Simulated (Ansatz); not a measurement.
Reaction (ligand exchange at the Si–C bond): `O[SiH2]/C=C/[SiH3]` + `SS` → `O[SiH2]SS` + `C=C[SiH3]`

Calculated with Ansatz (gas phase, PBE0-D4/def2-TZVP geometries, no zero-point term in ΔE). CCSD(T)/CBS adds triple-zeta CCSD(T) − MP2 to the extrapolated MP2 energy (def2 sets, frozen cores). This one scheme is used for every species. Functionals use def2-TZVPP. B3LYP here is the variant with VWN-RPA as its local correlation; programs differ in this. HSE06 is defined as in plane-wave codes. One conformer a species, not always the lowest.

`O[SiH2]/C=C/[SiH3]`:

Cartesian coordinates in Å:
```
O 0.550 -2.624 0.539
Si 1.332 -1.269 1.057
C 0.533 0.268 0.375
C -0.466 0.239 -0.514
Si -1.283 1.762 -1.207
H -0.284 -2.841 0.957
H 2.730 -1.390 0.574
H 1.335 -1.187 2.546
H 0.896 1.239 0.720
H -0.816 -0.737 -0.856
H -2.741 1.760 -0.903
H -1.133 1.814 -2.686
H -0.654 2.965 -0.601
```

`SS`:

```xyz
4

S     1.024   -0.282    0.370
S    -0.322    0.765   -0.760
H     0.387   -0.218    1.555
H    -1.090   -0.265   -1.165
```

`O[SiH2]SS`:

Z-matrix (Å, degrees):
```
Si
S 1 2.146
O 1 1.637 2 112.9
H 1 1.480 2 106.6 3 -117.2
H 1 1.484 2 106.9 3 122.4
S 2 2.068 1 95.0 3 -59.0
H 3 0.960 1 116.1 2 61.2
H 6 1.347 2 98.4 1 -88.4
```

`C=C[SiH3]`:

Cartesian coordinates in Å:
```
C -1.470 -0.472 -0.049
C -0.473 0.304 -0.466
Si 1.248 0.209 0.231
H -1.328 -1.212 0.734
H -2.470 -0.404 -0.467
H -0.681 1.026 -1.254
H 2.233 -0.127 -0.833
H 1.286 -0.838 1.285
H 1.654 1.515 0.819
```

| level | ΔE (kJ/mol) | difference from CCSD(T)/CBS |
| --- | --- | --- |
| LDA (SPW92) | -66.3 | 0.3 |
| PBE-D4 | -67.7 | -1.1 |
| revPBE-D4 | -67.5 | -0.9 |
| BLYP-D4 | -65.0 | 1.6 |
| r2SCAN-D4 | -67.6 | -1.0 |
| B97M-V | -66.6 | 0.0 |
| PBE0-D4 | -67.4 | -0.8 |
| B3LYP-D4 | -65.0 | 1.6 |
| r2SCANh-D4 | -67.6 | -1.0 |
| r2SCAN0-D4 | -67.6 | -1.0 |
| HSE06-D4 | -67.4 | -0.8 |
| CAM-B3LYP-D4 | -62.3 | 4.3 |
| ωB97X-V | -64.3 | 2.3 |
| ωB97M-V | -65.9 | 0.7 |
| B2PLYP | -64.6 | 2.0 |
| PBE-QIDH | -67.6 | -1.0 |
| PBE | -66.2 | 0.4 |
| revPBE | -65.2 | 1.4 |
| BLYP | -61.6 | 5.0 |
| r2SCAN | -67.6 | -1.0 |
| PBE0 | -66.2 | 0.4 |
| B3LYP | -62.2 | 4.4 |
| r2SCANh | -67.6 | -1.0 |
| r2SCAN0 | -67.6 | -1.0 |
| CAM-B3LYP | -61.0 | 5.6 |
| LC-ωPBE | -64.0 | 2.6 |
| RPA@PBE/def2-TZVPP | -59.5 | 7.1 |
| HF/def2-SVP | -58.7 | 7.9 |
| MP2/def2-SVP | -62.6 | 4.0 |
| CCSD/def2-SVP | -59.3 | 7.3 |
| CCSD(T)/def2-SVP | -59.8 | 6.8 |
| HF/def2-TZVPP | -61.1 | 5.5 |
| MP2/def2-TZVPP | -68.1 | -1.5 |
| SCS-MP2/def2-TZVPP | -64.9 | 1.7 |
| CCSD(T)/def2-TZVPP | -63.7 | 2.9 |
| HF/def2-QZVPP | -60.5 | 6.1 |
| MP2/def2-QZVPP | -69.6 | -3.0 |
| SCS-MP2/def2-QZVPP | -66.4 | 0.2 |
| HF/CBS(def2) | -60.5 | 6.1 |
| MP2/CBS(def2) | -71.0 | -4.4 |
| CCSD(T)/CBS | -66.6 | 0 |

What do rigid-rotor, harmonic-oscillator terms from PBE0-D4/def2-TZVP frequencies (298.15 K, 1 bar) make of the CCSD(T)/CBS value? (An estimate is asked.)

The calculation gave: ΔZPE = +7.2 kJ/mol, ΔH = -60.3 kJ/mol, ΔS = 2 J/(mol·K), ΔG = -61.0 kJ/mol.

Largest T1 diagnostic among the species: 0.012.

At CCSD(T), def2-SVP lies +6.8 kJ/mol from the extrapolated value and def2-TZVPP +2.9 kJ/mol. Leaving LDA and LC-ωPBE aside and taking each functional with its dispersion term where it has one, the values spread over 5.4 kJ/mol, from PBE-D4 to CAM-B3LYP-D4.
